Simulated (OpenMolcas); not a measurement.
# d2 ions of charge +4 down a group with 6 ammonia ligands in octahedral coordination

```yaml
Program: OpenMolcas
Method: CASSCF
Spin-orbit_coupling: RASSI with atomic mean-field integrals over the reference wave functions
```

The d shell is active. Anionic complexes are neutralised by point charges behind the ligands. Distances were set from a Shannon-type radius of the metal (high-spin where two are listed, low-spin for CN, NH3 and NCH) plus a fixed donor radius (NH3 1.42 Å). Ligand basis ANO-RCC-VDZP, DKH2 Hamiltonian. Energies in cm-1 above the lowest state or level, χT in cm3 K/mol. Spin-only χT is S(S+1) / 2 for the spin of the ground state.

```json
{"Ion": "Cr4+", "Shell": "3d2", "R (Å)": "1.97", "Metal basis": "ANO-RCC-VDZP", "Ground state": "2S+1 = 3", "First state of that spin": "99.7", "First gap with spin-orbit (degeneracies)": "40.4 (2, 2)", "χT at 300 K": "0.769", "First state of another spin": "2S+1 = 1: 14998", "Spin-only χT": "1.000"}
{"Ion": "Mo4+", "Shell": "4d2", "R (Å)": "2.07", "Metal basis": "ANO-RCC-VDZP", "Ground state": "2S+1 = 3", "First state of that spin": "372.1", "First gap with spin-orbit (degeneracies)": "141.3 (2, 2)", "χT at 300 K": "0.460", "First state of another spin": "2S+1 = 1: 10144", "Spin-only χT": "1.000"}
{"Ion": "W4+", "Shell": "5d2", "R (Å)": "2.08", "Metal basis": "ANO-RCC-VTZP", "Ground state": "2S+1 = 3", "First state of that spin": "527.1", "First gap with spin-orbit (degeneracies)": "213.5 (2, 2)", "χT at 300 K": "0.208", "First state of another spin": "2S+1 = 1: 9391", "Spin-only χT": "1.000"}
```

The rows also differ in their metal basis, so part of each step comes from that.

χT departs most from the spin-only value for W4+, by -0.792 cm3 K/mol.

An orbital doublet at a regular site is open to a Jahn-Teller distortion, which this geometry leaves out. Without dynamic correlation the repulsion within the d shell is too large (B by tens of per cent), so at a given field states of lower spin stand too high. Ligand-to-metal charge-transfer states are missing. With no ligand orbital active B as a rule stays too high, so bands that hang on it stand too high and its fall with covalency is understated. With metal d orbitals alone the field can be off either way by tens of per cent. The least metal-like active orbital is 72 % on the metal (Löwdin) and no ligand orbital is active, so the numbers are rough (holds for Cr4+). The least metal-like active orbital is 69 % on the metal (Löwdin) and no ligand orbital is active, so the numbers are rough (holds for Mo4+). The least metal-like active orbital is 68 % on the metal (Löwdin) and no ligand orbital is active, so the numbers are rough (holds for W4+). No measured value stands beside these numbers; the geometry is a model, was not optimised and need not be the one that this ion takes.

A state without a sure symmetry label is named by its multiplicity alone.
